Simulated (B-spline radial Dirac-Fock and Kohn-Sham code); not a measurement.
Z = 19 (potassium), transition energy 375 keV. Method: a Dirac-Hartree-Slater potential of the neutral atom with a Latter tail (no hole, which puts coefficients of high multipoles low close above an edge), finite nucleus with surface currents. Computed with a radial B-spline solver. Subshells that would emit electrons below 1 keV are left out.

Question: A pure transition shows α(K) = 0.000413, L1/L2 = 141 and L1/L3 = 217. What is its multipolarity?
A. M3
B. M2
C. M4
D. E3
E. M1
F. E2
G. E1
H. E4

Answer: E. For comparison, α(K), L1/L2, L1/L3 are E1 0.000328, 220, 110; E2 0.00142, 91.9, 72.1; E3 0.00537, 40.1, 41.6; E4 0.0194, 20.9, 24.9; M2 0.00156, 74.7, 158; M3 0.00568, 45.9, 71.5; M4 0.0205, 31.1, 35.7.
